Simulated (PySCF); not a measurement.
Zr(F)3(OH)(OH2) (F₃H₃O₂Zr), SMILES [OH][Zr](<-[OH2])([F])([F])[F], multiplicity 1.

Coordinates come from a PBE-D3(BJ)/def2-SVP optimisation. The multiplicity is an assumed one; no other spin state was optimised. The structure was generated by enumeration; whether it is a known compound was not checked. The def2 effective core potentials stand for the cores of Zr; spin–orbit coupling is left out. Other conformers were not sampled.

Method: PBE-D3(BJ)/def2-SVP (PySCF).

Frequencies are harmonic and unscaled.

Computed normal modes with their intensities:
```tsv
mode	ν (cm⁻¹)	IR (km/mol)	moving atoms (share of kinetic energy)
1	89	2.0	O 49 %, F 32 %, H 17 %
2	90	10.0	O 52 %, F 35 %, H 11 %
3	146	0.7	F 60 %, H 18 %, Zr 17 %
4	153	11.9	F 65 %, Zr 18 %, H 11 %
5	176	8.0	F 46 %, H 27 %, O 24 %
6	183	1.0	F 51 %, O 27 %, H 17 %
7	210	114.0	F 66 %, Zr 19 %, H 8 %
8	243	48.4	H 88 %, F 10 %
9	274	4.3	O 78 %, H 10 %, Zr 8 %
10	316	145.4	H 69 %, O 26 %
11	325	153.2	H 67 %, O 28 %
12	418	290.3	H 71 %, O 20 %, F 9 %
13	503	2.0	H 71 %, F 15 %, O 14 %
14	613	32.1	F 93 %
15	651	190.4	F 65 %, Zr 25 %, H 9 %
16	665	187.4	F 74 %, Zr 24 %
17	722	152.8	O 78 %, Zr 16 %
18	1553	73.0	H 93 %
19	3659	48.5	H 96 %
20	3757	110.7	H 93 %
21	3876	243.3	H 94 %
```
